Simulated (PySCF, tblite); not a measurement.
Isomers of C7H9O2 (doublet state). Calculated harmonic vibrations of the isolated species, GFN2-xTB (tblite), most abundant isotopes, no scaling. Errors from tens to a few hundred cm⁻¹ against measured bands are possible. One conformer each. Open shells enter through the occupations alone, without spin polarisation, and single modes of such species can be off by tens of per cent.

Electronic energies: B3LYP/pcH-1 single points on the GFN2-xTB geometries (PySCF, gas phase).

| SMILES | electronic energy, lowest = 0 (kcal/mol) |
| --- | --- |
| [CH2]CC(=O)C(=O)C1CC1 | 22.1 |
| [CH2]CC1=C(C)[C@H]1OC=O | 45.3 |
| C=C(C)[C]1COCC1=O | 0.0 |
| [CH2]C(=C)[C@H]1COCC1=O | 11.4 |
| CCC(=O)C(=O)[C@H]1[CH]C1 | 26.4 |

Problem. How do GFN2-xTB zero-point energies change the relative energies?

Solution. 
| SMILES | ZPE (kcal/mol) | of it from modes above 1550 cm⁻¹ | electronic (kcal/mol) | with ZPE, lowest = 0 (kcal/mol) | lowest mode (cm⁻¹) | rings |
| --- | --- | --- | --- | --- | --- | --- |
| C=C(C)[C]1COCC1=O | 88.3 | 40.8 | 0.0 | 0.0 | 68 | 1 |
| [CH2]C(=C)[C@H]1COCC1=O | 88.3 | 41.6 | 11.4 | 11.3 | 48 | 1 |
| [CH2]CC(=O)C(=O)C1CC1 | 86.9 | 44.4 | 22.1 | 20.7 | 37 | 1 |
| CCC(=O)C(=O)[C@H]1[CH]C1 | 87.4 | 44.0 | 26.4 | 25.5 | 30 | 1 |
| [CH2]CC1=C(C)[C@H]1OC=O | 86.1 | 44.0 | 45.3 | 43.2 | 18 | 1 |

The zero-point energies span 2.2 kcal/mol, from `[CH2]CC1=C(C)[C@H]1OC=O` to `C=C(C)[C]1COCC1=O`. The order is unchanged.

Problem. And how do the electronic energies of GFN2-xTB itself compare?

Solution. `C=C(C)[C]1COCC1=O` 0.0; `[CH2]C(=C)[C@H]1COCC1=O` 16.4; `[CH2]CC(=O)C(=O)C1CC1` 42.2; `CCC(=O)C(=O)[C@H]1[CH]C1` 46.6; `[CH2]CC1=C(C)[C@H]1OC=O` 57.6 kcal/mol, lowest = 0. Against the energies above, taken from the same isomer `C=C(C)[C]1COCC1=O`, the largest difference is 20.2 kcal/mol.

Problem. What do entropy and thermal enthalpy add at 298.15 K and 1 bar (rigid rotor, harmonic oscillator, one conformer each)?

Solution. 
| SMILES | point group | symmetry number | S (cal/(mol K)) | H − H(0) (kcal/mol) | ZPE + H − H(0) − TS (kcal/mol) |
| --- | --- | --- | --- | --- | --- |
| C=C(C)[C]1COCC1=O | Cs | 1 | 95.4 | 6.39 | 66.2 |
| [CH2]C(=C)[C@H]1COCC1=O | C1 | 1 | 93.5 | 6.14 | 66.5 |
| [CH2]CC(=O)C(=O)C1CC1 | C1 | 1 | 101.3 | 6.95 | 63.6 |
| CCC(=O)C(=O)[C@H]1[CH]C1 | C1 | 1 | 102.8 | 6.99 | 63.7 |

S holds R ln(2S + 1) for the spin.

Not tabulated: `[CH2]CC1=C(C)[C@H]1OC=O` (lowest mode only 18 cm⁻¹).
